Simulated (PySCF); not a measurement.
Cost against size for one kind of job: PySCF 2.14.0, PBE0-D3(BJ)/def2-SVP geometry optimisation, gas phase; work: geometry optimisation from a GFN2-xTB start shaken at random. Hardware: one thread, Intel Xeon at 2.50 GHz (x86_64), shared host. Times come from a shared host and carry two figures at best. Peak memory is the resident size of the whole Python process, interpreter and libraries included.

```tsv
species (SMILES)	atoms	electrons	basis functions	SCF cycles	gradient evaluations	wall time	peak memory
C#C/C(C)=C\B(O)O	15	58	147	52	7	2.6 min	0.58 GiB
OB(O)C1=CCC=C1	15	58	147	72	10	3.8 min	0.58 GiB
C/C=C\C#CB(O)O	15	58	147	53	7	?	?
CC[N]=[Ta]([CH3])([CH3])[CH3]	21	124	186	66	9	7.6 min	0.85 GiB
C[O][GeH]([O]C)[CH]1CC1	20	90	190	149	21	?	?
C=[C](C)[GeH]1[CH2]C=C[CH2]1	20	86	190	59	9	8.6 min	0.86 GiB
C#[C][GeH]1[CH2]CCC[CH2]1	20	86	190	49	7	7.1 min	0.89 GiB
CC(C)[C@H]1C[O][GeH2][O]1	20	90	190	53	8	5.8 min	0.93 GiB
```

Problem. Estimate the withheld figures.

Solution. `C/C=C\C#CB(O)O`: 2.5 min, 0.56 GiB; `C[O][GeH]([O]C)[CH]1CC1`: 15 min, 0.93 GiB.

Problem. Which species took longest, and how many times the shortest run?

Solution. `C[O][GeH]([O]C)[CH]1CC1`, at 15 min: about 6 times the shortest (2.5 min).
